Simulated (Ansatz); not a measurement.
Basis sets compared for the cluster Cs₃F₂. The state is a doublet with charge 0. Geometry PBE-D4/def2-TZVP. Ansatz on 4 threads of Arm Neoverse V1 on a shared host; times are rough, and most runs start from earlier orbitals.

```
atom   x (Å)   y (Å)   z (Å)
 Cs1  -1.221  -0.712   1.794
 Cs2  -0.592   1.195  -1.866
 Cs3   3.400  -0.904   0.136
  F4  -2.415   0.663  -0.076
  F5   0.828  -0.242   0.012
```

In the def2 sets Cs takes a core potential; there is no spin–orbit coupling. The structure comes from a short search, and lower isomers may exist.

Binding counts from free atoms (Cs doublet, F doublet) in the same basis, without a counterpoise term.

| level | functions | energy (Eh) | HOMO (eV) | LUMO (eV) | binding per atom (eV) | wall time |
| --- | --- | --- | --- | --- | --- | --- |
| PBE-D4/def2-SVP | 100 | -259.9962 | -1.84 | -1.45 | 2.59 | 2.8 s |
| PBE-D4/def2-TZVP (with forces) | 149 | -260.2601 | -1.82 | -1.38 | 2.61 | 4.8 s |
| r2SCAN-D4/def2-TZVP | 149 | -260.3744 | -1.79 | -1.16 | 2.58 | 11 s |
| PBE0-D4/def2-SVP | 100 | -259.9691 | -2.11 | -0.95 | 2.46 | 4.5 s |
| PBE0-D4/def2-TZVP | 149 | -260.2301 | -2.10 | -0.89 | 2.49 | 5.5 s |

(1) Estimate the rows for PBE-D4/def2-TZVPD, r2SCAN-D4/def2-TZVPD, PBE0-D4/def2-TZVPD.

Results:

(1) 
```json
{"level": "PBE-D4/def2-TZVPD", "functions": "176", "energy (Eh)": "-260.2645", "HOMO (eV)": "-1.83", "LUMO (eV)": "-1.38", "binding per atom (eV)": "2.62", "wall time": "6 s"}
{"level": "r2SCAN-D4/def2-TZVPD", "functions": "176", "energy (Eh)": "-260.3786", "HOMO (eV)": "-1.79", "LUMO (eV)": "-1.15", "binding per atom (eV)": "2.59", "wall time": "12 s"}
{"level": "PBE0-D4/def2-TZVPD", "functions": "176", "energy (Eh)": "-260.2342", "HOMO (eV)": "-2.11", "LUMO (eV)": "-0.89", "binding per atom (eV)": "2.50", "wall time": "7 s"}
```
